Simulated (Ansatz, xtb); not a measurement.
## Ligand exchange: GaBr + CHClF2 → GaCl + CHBrF2

Species: GaBr, singlet; CHClF2 (difluorochloromethane) `FC(F)Cl`, singlet; GaCl, singlet; CHBrF2 (bromodifluoromethane) `FC(F)Br`, singlet. The partners trade Br for Cl: Ga–Br and C–Cl bonds give way to Ga–Cl and C–Br.

Shapes, held fixed at every level: PBE0-D4/def2-TZVP. Programs: Ansatz 0.2.0, xtb 6.7.1. The zero-point and thermal change to 298 K, harmonic and unscaled (PBE0-D4/def2-TZVP), is -0.9 kJ/mol.

Estimate ΔH(298 K) of this reaction.

The highest level, CCSD(T)/def2-TZVPP, gives ΔH(298 K) = +11.1 kJ/mol; the levels span -13.0 to +19.8. They disagree on the sign: 8 of 9 are positive. The column of differences is taken from that level and isn't an error. No measured value is set beside it here. Relativity is left out for Br, Ga. Outer-core shells of Br, Ga are correlated in most correlated rows, in sets that cover them unevenly.

```csv
level,kind,ΔH(298 K) (kJ/mol),less CCSD(T)/def2-TZVPP
GFN1-xTB,semi-empirical,-13.0,-24.1
HF/def2-SVP,Hartree–Fock,+19.8,+8.7
SPW92/def2-TZVPP,LDA,+12.5,+1.4
PBE-D4/def2-TZVPP,GGA,+10.6,-0.5
BHLYP-D4/def2-TZVPP,global hybrid,+14.9,+3.8
r2SCAN0-D4/def2-TZVPP,global hybrid,+14.1,+3.0
CCSD(T)/def2-SVP,coupled cluster or CI,+19.1,+8.0
CCSD/def2-TZVPP,coupled cluster or CI,+11.8,+0.7
CCSD(T)/def2-TZVPP,coupled cluster or CI,+11.1,0.0
```
